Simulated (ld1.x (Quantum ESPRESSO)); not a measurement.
potassium: one change to a PAW potential, before and after

```
Element                 : potassium (K)
Generator               : ld1.x (Quantum ESPRESSO) 7.5
Type                    : PAW
Functional              : PW91
Relativity              : scalar-relativistic
Frozen core             : [Ne]
Valence charge          : 9
Reference configuration : 3s2 3p6 3d0 4s0.5 4p0 (charge +0.5)
Partial waves           : 3s (bound): rcut 1.70, rcutus 2.10 bohr; 4s (bound): rcut 1.70, rcutus 2.10 bohr; 3p (bound): rcut 1.95, rcutus 2.00 bohr; 4p (bound, empty): rcut 1.95, rcutus 2.00 bohr; 3d (bound, empty): rcut 3.95, rcutus 4.55 bohr; 3d channel at 2.2 Ry: rcut 3.95, rcutus 4.55 bohr
Local potential         : all-electron potential smoothed inside 2.30 bohr (lloc = -2)
Core correction         : Bessel-smoothed model core inside 1.55 bohr
Augmentation charge     : PSQ, inside the norm-conserving radii
```

Change: waves 3p (bound): rcut 1.95, rcutus 2.18 bohr; 4p (bound): rcut 1.95, rcutus 2.18 bohr.

Cutoffs: the cutoffs (Ry, on a coarse ladder) from which the occupation-weighted sum of valence levels, in a spherical-Bessel basis at the reference potential, stays within 10 and 1 mRy of its value at 400 Ry; they do not see the model core or the augmentation charge, which bear on the density cutoff. Errors are all-electron minus pseudo energies relative to the spin-unpolarised reference configuration.

How do hardness, ghosts and transferability respond?

The potential gets softer (18 Ry and 30 Ry → 15 Ry and 30 Ry); of the 7 tests that both files solve, the error grows in 2 and shrinks in 0 by more than 15 % and 0.3 meV (median size 2.6 → 2.6 meV); the range in which the p phases agree narrows (upper end at the end of the scan → 3.8); neither file shows a bound ghost. A larger radius leaves more room for a smooth pseudo-wave, so fewer plane waves are needed.

```tsv
quantity	base	changed
cutoff, loose	18 Ry	15 Ry
cutoff, tight	30 Ry	30 Ry
loose cutoff by channel (10 mRy a level)	s 10 Ry, p 15 Ry	s 10 Ry, p 12 Ry
bound ghosts	none	none
error for 3s2 3p6 3d0 4s1 4p0, meV [ΔE -1.64 eV]	0.0	0.0
error for 3s2 3p6 3d0 4s0 4p0, meV [ΔE 2.71 eV]	-0.1	-0.1
error for 3s2 3p6 3d0 4s0 4p1, meV [ΔE -0.10 eV]	0.0	0.0
error for 3s2 3p5 3d0 4s1 4p0, meV [ΔE 23.36 eV]	-4.1	-5.5
error for 3s1 3p6 3d0 4s1 4p0, meV [ΔE 40.40 eV]	-3.6	-5.7
error for 3s2 3p6 3d0.5 4s0.5 4p0, meV [ΔE -0.43 eV]	-2.6	-2.6
error for 3s2 3p6 3d1 4s0 4p0, meV [ΔE 0.80 eV]	-3.0	-3.1
s: phases at 4.95 bohr within 0.05 rad from the reference energy up to (Ry; the scan ends near 5)	3.3	3.3
p: phases at 4.95 bohr within 0.05 rad from the reference energy up to (Ry; the scan ends near 5)	to the end of the scan	3.8
d: phases at 4.95 bohr within 0.05 rad from the reference energy up to (Ry; the scan ends near 5)	-0.0	-0.0
lowest overlap eigenvalue by channel	s 0.12, p 0.32, d 1.00	s 0.12, p 0.18, d 1.00
```
